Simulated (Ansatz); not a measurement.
Ligand exchange: C2F4 + In(CH3)2I → C2F3I + In(CH3)2F

Gas-phase species: C2F4 `FC(F)=C(F)F`, singlet; In(CH3)2I, singlet; C2F3I (trifluoroiodoethylene) `FC(F)=C(F)I`, singlet; In(CH3)2F, singlet. The partners trade F for I: C–F and In–I bonds give way to C–I and In–F.

Shapes, held fixed at every level: PBE0-D4/def2-TZVP. Programs: Ansatz 0.2.0. The zero-point and thermal change to 298 K, harmonic and unscaled (PBE0-D4/def2-TZVP), is -3.6 kJ/mol.

```json
{"level": "HF/def2-TZVPP", "kind": "Hartree–Fock", "ΔH(298 K) (kJ/mol)": "+86.5", "less CCSD(T)/def2-TZVPP": "+36.9"}
{"level": "PBE-D4/def2-TZVPP", "kind": "GGA", "ΔH(298 K) (kJ/mol)": "+44.7", "less CCSD(T)/def2-TZVPP": "-4.9"}
{"level": "r2SCAN-D4/def2-TZVPP", "kind": "meta-GGA", "ΔH(298 K) (kJ/mol)": "+51.7", "less CCSD(T)/def2-TZVPP": "+2.1"}
{"level": "B3LYP-D4/def2-TZVPP", "kind": "global hybrid", "ΔH(298 K) (kJ/mol)": "+47.2", "less CCSD(T)/def2-TZVPP": "-2.4"}
{"level": "r2SCAN0-D4/def2-TZVPP", "kind": "global hybrid", "ΔH(298 K) (kJ/mol)": "+64.4", "less CCSD(T)/def2-TZVPP": "+14.8"}
{"level": "wB97M-V/def2-TZVPP", "kind": "range-separated hybrid", "ΔH(298 K) (kJ/mol)": "+52.6", "less CCSD(T)/def2-TZVPP": "+3.0"}
{"level": "CCSD/def2-SVP", "kind": "coupled cluster or CI", "ΔH(298 K) (kJ/mol)": "+78.3", "less CCSD(T)/def2-TZVPP": "+28.7"}
{"level": "CCSD(T)/def2-TZVPP", "kind": "coupled cluster or CI", "ΔH(298 K) (kJ/mol)": "+49.6", "less CCSD(T)/def2-TZVPP": "0.0"}
```

The highest level, CCSD(T)/def2-TZVPP, gives ΔH(298 K) = +49.6 kJ/mol; the levels span +44.7 to +86.5. The column of differences is taken from that level and isn't an error. No measured value is set beside it here. For atoms past krypton def2 sets carry core potentials with scalar relativity. Outer-core shells of I, In are correlated, in sets that cover them unevenly.
